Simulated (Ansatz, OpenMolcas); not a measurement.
**The same job for Ansatz**

This OpenMolcas 26.06 job computes triplet ZrO2:

test.inp:
```
>>> EXPORT MOLCAS_PRINT=2

&gateway
  baslib=$CurrDir
  coord
  3
  angstrom
  O        0.654500       1.252500       0.388400
  Zr       0.348500      -0.481700       0.351800
  O       -1.003000      -0.770800      -0.740100
  basis=3-21G
  group=NoSym

&seward

&scf
  uhf
  spin=3
  thresholds=1e-10 1e-07 1e-07 1e-05
  prorbitals=1 1
```

```bash
$ export MOLCAS_MEM=1860
$ pymolcas test.inp > test.log
```

(Basis files named in the input come from the Basis Set Exchange and aren't shown.)

Geometry: relaxed at PBE0-D4/def2-TZVP. That shape belongs to the parent species and isn't relaxed for this state.

The reference is spin-contaminated (⟨S²⟩ = 2.25). The run is non-relativistic.

It gives a total energy of -3670.947031 Eh.

Problem. How is this level of theory, on these atoms, set up in Ansatz 0.2.0 as an input file of the program's own?

Solution. One way, which was run:

run.yaml:
```yaml
crystal:
  periodic: [false, false, false]
  atoms:
    - {symbol: O, position_ang: [0.654500, 1.252500, 0.388400]}
    - {symbol: Zr, position_ang: [0.348500, -0.481700, 0.351800]}
    - {symbol: O, position_ang: [-1.003000, -0.770800, -0.740100]}
basis:
  gaussian: {orbitals: 3-21G-spherical.json}
magnetization: {spin_polarized: true, initial_magnetization: 2}
hamiltonian: {xc: hf}
accuracy: high
output: {orbitals: {seedname: orbitals}}
```

```bash
$ ansatz run run.yaml --threads 1 --pin off --max-ram 3480MiB --events-out events.jsonl --progress --plain --runs-dir runs
```

(Basis files named in the input come from the Basis Set Exchange and aren't shown.)

Its energy is -3670.947031 Eh, 0.000 mEh from the first.
